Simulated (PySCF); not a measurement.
# Ionisation energy of Ir by level of theory

Ir [Xe] 4f14 5d7 6s2 [5d3/2^4 5d5/2^3, M_J = 9/2] → Ir⁺ [Xe] 4f14 5d7 6s1 [5d3/2^4 5d5/2^3 6s1/2^1, M_J = 5], as a difference of total energies. Calculation: PySCF 2.14, in x2c-QZVPPall-2c; the two-component X2C-1e Hamiltonian. Correlated levels: [Kr] 4d10 4f14 frozen; the 58 highest virtual spinors dropped. "Screened" scales the spin-orbit matrix elements by Boettger's factors to mimic the two-electron term; Breit and QED terms are absent.

| method | ionisation energy (eV) |
| --- | --- |
| GHF (spin-free) | 7.039 |
| GMP2 (spin-free) | 8.874 |
| GHF (screened spin-orbit) | 7.040 |
| GMP2 (screened spin-orbit) | 8.899 |

Task: How much does correlation contribute at GMP2 (screened spin-orbit)?

Result: 8.899 − (7.040) = 1.859 eV, measured against GHF (screened spin-orbit).

The spin-free rows relax to the high-spin LS determinant and lack the spin-orbit shift.

The labels give the starting determinants; with spin-orbit coupling the two ends relaxed to ⟨J²⟩ = 24.78, ⟨L²⟩ = 13.01, ⟨S²⟩ = 3.61 and ⟨J²⟩ = 30.01, ⟨L²⟩ = 12.78, ⟨S²⟩ = 5.85.

For comparison: 8.967 eV (measured; NIST Atomic Spectra Database, ionization energies).
